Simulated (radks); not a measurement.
Charge is removed step by step from the 4s1/2 level of V, starting from [Ar] 3d3 4s2. Calculated with a radial shooting solver on a logarithmic mesh with Libxc functionals: Dirac Kohn-Sham, PBEsol, spin-unpolarised, spherical densities, point nucleus; open shells are shared between the two j in proportion to 2j + 1.

\begin{tabular}{lrrr}
removed (e) & E - E(0) (eV) & eigenvalue (eV) & E minus straight line (eV) \\ \hline
0 & 0.000 & -4.716 & 0.000 \\
0.125 & 0.635 & -5.446 & -0.334 \\
0.25 & 1.362 & -6.191 & -0.575 \\
0.375 & 2.183 & -6.950 & -0.723 \\
0.5 & 3.100 & -7.721 & -0.775 \\
0.625 & 4.114 & -8.503 & -0.730 \\
0.75 & 5.226 & -9.294 & -0.586 \\
0.875 & 6.438 & -10.094 & -0.343 \\
1 & 7.750 & -10.902 & 0.000 \\
\end{tabular}

Removing the whole electron costs 7.750 eV by Delta-SCF, against 4.716 eV from minus the eigenvalue at the starting occupation. Slater's transition state (half an electron removed) gives 7.721 eV. Integrating minus the eigenvalue over the occupation (Janak's theorem) gives 7.750 eV. The mean slope of the eigenvalue, de/dn, is 6.19 eV per electron.
